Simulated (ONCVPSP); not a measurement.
**Cutoff test, manganese (Mn), ONCV**

| Item | Value |
| --- | --- |
| Element | manganese (Mn) |
| Generator | ONCVPSP 4.0.1 |
| Type | optimised norm-conserving Vanderbilt (ONCV) |
| Functional | PBE |
| Relativity | scalar-relativistic |
| Frozen core | [Ar] |
| Valence charge | 7 |
| Reference configuration | 3d5.5 4s1.5 |
| Partial waves | 4s: rc 2.60 bohr, ncon 4, nbas 8, qcut 1.9 1/bohr, 2 projectors, debl 1.9 Ha; p scattering state at 0.07 Ha: rc 2.00 bohr, ncon 3, nbas 7, qcut 4.9 1/bohr, 2 projectors, debl 3 Ha; 3d: rc 1.45 bohr, ncon 3, nbas 8, qcut 12.6 1/bohr, 1 projector |
| Local potential | polynomial inside 1.40 bohr (lpopt 5, dvloc0 4 Ha) |
| Core correction | Teter function, fcfact 2.25, rcfact 1.7 |

Q: For each optimised wave give the share of its norm inside rc, the residual kinetic energy above qcut (Ha) and the cutoffs (Ha) for errors of 10, 1, 0.1 and 0.01 mHa per electron.

A:

```
         wave  norm inside rc  residual KE  10 mHa  1 mHa  0.1 mHa     0.01 mHa
           4s           0.360      7.3e-03     1.5   11.0     24.1         28.0
s projector 2           0.164      1.6e-01     6.7   24.1     32.1         35.8
p projector 1           0.117      1.1e-04     1.0    8.4     12.4         54.9
p projector 2           0.145      1.9e-02    13.9   51.9     92.5  not reached
           3d           0.686      6.5e-07    42.0   51.4     59.2         65.7
```

The occupied waves need 51 Ha and 59 Ha for 1 and 0.1 mHa. Note: no bound ghost flagged but for a GHOST(-) flag that falls on a real empty level of the atom; GHOST(+) flagged for s at 75.4 eV. 1 of 4 tests not solved or not reliable.
